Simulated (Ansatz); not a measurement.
Geometry optimisation, Ansatz, RKS PBE0-D4/def2-SVP.

Input file:

```yaml
crystal:
  periodic: [false, false, false]
  atoms:
    - { symbol: B, position_ang: [0.3825, -0.4743, -1.2077] }
    - { symbol: S, position_ang: [-0.6407, -1.1431, 0.2281] }
    - { symbol: C, position_ang: [-0.4528, 0.344, 1.195] }
    - { symbol: O, position_ang: [0.6018, 0.4491, 1.9673] }
    - { symbol: H, position_ang: [1.5048, -0.5954, -1.2992] }
    - { symbol: H, position_ang: [-0.225, 0.1963, -2.0638] }
    - { symbol: H, position_ang: [-1.1093, 1.1555, 1.1346] }
basis:
  gaussian: { orbitals: def2-SVP }
hamiltonian:
  xc: pbe0
  dispersion: d4
relax:
  f_tol: 0.015
  max_steps: 40
```

Launched with:

```bash
$ ansatz run input.yaml --threads 1 --pin off --max-ram 2048MiB --backend cpu --events-out ev --progress --plain --runs-dir out
```

Q: Where does it end, and by what steps?

A: The forces met the threshold. After 21 steps the energy has fallen by 1.967 eV; H5 moved furthest, 1.22 Å. The start is strongly strained (largest force component 8 eV/Å).

| step | energy less start (eV) | largest force component (eV/Å) | accepted |
| --- | --- | --- | --- |
| 0 | 0.0000 | 8.127 | yes |
| 1 | -0.2021 | 5.908 | yes |
| 2 | -0.5172 | 4.087 | yes |
| 3 | -0.7238 | 2.465 | yes |
| 4 | -0.9700 | 1.674 | yes |
| 5 | -1.2148 | 0.723 | yes |
| 6 | -1.4472 | 0.635 | yes |
| 7 | -1.6157 | 0.538 | yes |
| 8 | -1.7179 | 0.478 | yes |
| 9 | -1.7876 | 0.789 | yes |
| 10 | -1.6816 | 1.653 | no |
| 11 | -1.8341 | 0.625 | yes |
| 12 | -1.8768 | 0.494 | yes |
| 13 | -1.9193 | 0.626 | yes |
| 14 | -1.9504 | 0.330 | yes |
| 15 | -1.9404 | 0.470 | no |
| 16 | -1.9400 | 1.585 | no |
| 17 | -1.9603 | 0.207 | yes |
| 18 | -1.9616 | 0.175 | yes |
| 19 | -1.9658 | 0.106 | yes |
| 20 | -1.9673 | 0.023 | yes |
| 21 | -1.9673 | 0.007 | yes |

```xyz
7
Properties=species:S:1:pos:R:3
B 0.357 -0.505 -1.229
S 0.493 -0.985 0.471
C -0.314 0.429 1.281
O -0.443 0.517 2.457
H 0.811 -1.253 -2.053
H -0.177 0.540 -1.513
H -0.665 1.188 0.540
```

Whether the end is a true minimum wasn't checked by a vibrational analysis.

Time of the run: 65 s on 1 CPU thread of a shared host.
